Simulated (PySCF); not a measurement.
Excitations are Tamm–Dancoff values on a coarser integration grid. The basis has no diffuse functions, so Rydberg states are missing or too high.

**F₄Ge, SMILES `[F][Ge]([F])([F])[F]` (charge 0, multiplicity 1)**

The numbers are results of PBE-D3(BJ)/def2-TZVP // r2SCAN-D4/def2-TZVP (PySCF), not measurements.

| Quantity | Value |
|---|---|
| HOMO | -10.48 eV |
| dipole moment | 0.00 D |
| HOMO–LUMO gap | 7.56 eV |
| LUMO | -2.92 eV |
| S1 excitation (TDA) | 7.72 eV |
| S1 oscillator strength | 0.000 |
| total energy | -2476.0254 Ha |
| cost | very roughly 2.5 core-minutes |

```xyz
5

F     -1.2603    -1.0269    -0.4753
Ge     0.0000     0.0000     0.0000
F      0.3726     1.0604    -1.2671
F     -0.4792     0.8903     1.3589
F      1.3669    -0.9238     0.3835
```
